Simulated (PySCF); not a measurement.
CH₇ClSi₂. Atoms are numbered in the order given.

```xyz
11

Si    -2.0322    -0.1431    -0.3057
C     -0.4666    -1.1313    -0.6784
Si     1.0287    -0.6765     0.3413
Cl     1.2959     1.3826     0.2852
H     -1.9092     1.2501    -0.8227
H     -2.2673    -0.0986     1.1701
H     -3.2099    -0.7962    -0.9551
H     -0.2250    -1.0216    -1.7492
H     -0.6725    -2.2024    -0.5017
H      0.8302    -1.0667     1.7659
H      2.2735    -1.3060    -0.1839
```

The structure is a stationary point at PBE0-D3(BJ)/def2-SVP. One conformer was computed; it need not be the lowest.

All values below come from PBE/def2-TZVP (PySCF).

The molecule is in vacuum.

- total energy: -1081.04367 hartree
- highest occupied level: -7.41 eV
- lowest empty level: -0.71 eV
- orbital gap: 6.70 eV
- dipole moment: 1.86 D
- quadrupole, principal values (traceless, Buckingham form, about the centre of nuclear charge): -3.42, 1.11, 2.31 D·Å
- mean static polarisability: 78.4 bohr³ (11.62 Å³)
- polarisability, principal values: 67.2, 78.7, 89.4 bohr³
